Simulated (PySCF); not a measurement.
Si(H)2(Me)(NMe2), SMILES C[SiH2]N(C)C (C₃H₁₁NSi), GFN2-xTB optimised geometry.

```
16

Si     0.09     0.15     0.00
C     -0.50     1.95     0.00
N     -0.64    -0.67     1.32
C     -0.56    -2.11     1.41
C     -0.84    -0.06     2.61
H      1.57     0.15     0.00
H     -0.38    -0.57    -1.19
H     -1.57     2.02     0.12
H     -0.03     2.53     0.78
H     -0.24     2.41    -0.95
H      0.31    -2.43     2.01
H     -0.47    -2.53     0.42
H     -1.46    -2.50     1.89
H     -0.94     1.01     2.50
H     -1.76    -0.45     3.07
H     -0.01    -0.27     3.30
```

Density from B3LYP/def2-TZVP (PySCF 2.14.0) at that geometry.

Minimum of the electron density along straight lines between bonded atoms, close to the bond critical point (lines longer than 1.1 times the sum of covalent radii, or with two minima, are not listed):

```csv
bond,length / Å,ρ at the minimum / e bohr⁻³,∇²ρ there / e bohr⁻⁵,position (fraction from the first atom)
Si1–C2,1.894,0.119,0.14,0.39
Si1–N3,1.722,0.134,0.56,0.40
N3–C4,1.440,0.277,-0.73,0.59
N3–C5,1.442,0.276,-0.73,0.59
Si1–H6,1.479,0.123,?,0.49
Si1–H7,1.468,0.125,0.17,0.49
C2–H8,1.085,0.277,-0.93,0.64
C2–H9,1.086,0.276,-0.92,0.64
C2–H10,1.085,0.276,-0.93,0.64
C4–H11,1.097,0.279,-0.96,0.64
C4–H12,1.086,0.286,-1.01,0.64
C4–H13,1.094,0.281,-0.97,0.64
C5–H14,1.086,0.287,-1.01,0.64
C5–H15,1.095,0.281,-0.97,0.64
C5–H16,1.098,0.278,-0.96,0.64
```

Q: What belongs in the gaps?

A: 
- Si1–H6, ∇²ρ there / e bohr⁻⁵: 0.16
